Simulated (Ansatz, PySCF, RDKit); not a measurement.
Noncovalent pair: HCl (SMILES Cl) (first 2 atoms) with H2Se (SMILES [SeH2]); geometry from B3LYP-D3(BJ)/def2-TZVP.
(charge 0, multiplicity 1):
```csv
atom,x (Å),y (Å),z (Å)
Cl,0.2739,-0.6894,-0.3934
H,0.1376,-0.2267,0.8135
Se,-0.0330,0.5516,3.1973
H,1.4028,0.2964,3.3895
H,-0.3691,-0.8133,3.6307
```

Monomers are frozen at their geometry in the pair; levels with a basis set take the counterpoise correction. Rows marked so take none. RDKit's UFF carries no charges.

Cores are frozen in the correlated methods. Filled d and f shells under p-block atoms count as core. Rows in 6-31G* carry no dispersion term and start afresh at each structure (6-31G* with six Cartesian d functions); the Pople sets are all-electron and without relativity.

The values were computed with Ansatz (a quantum-chemistry and plane-wave program) with Gaussian orbitals; PySCF for 6-31G* rows, the dispersion terms; RDKit for the force fields. Values without a source in brackets are computed.

| level | interaction energy (meV) |
|---|---|
| UFF | 160.1 |
| HF/6-31G* (no counterpoise) | -45.3 |
| revPBE-D4/def2-TZVPPD | -186.2 |
| r2SCAN/def2-TZVPPD | -165.0 |
| r2SCAN-D4/def2-TZVPPD | -175.1 |
| B3LYP-D3(BJ)/def2-TZVPPD | -180.7 |
| B3LYP-D4/def2-TZVPPD | -170.8 |
| BHLYP-D4/def2-TZVPPD | -156.9 |
| SCS-MP2/def2-TZVPPD | ___ |

### Question
Complete the blanks.

### Answer

- SCS-MP2/def2-TZVPPD, interaction energy (meV): -103.5
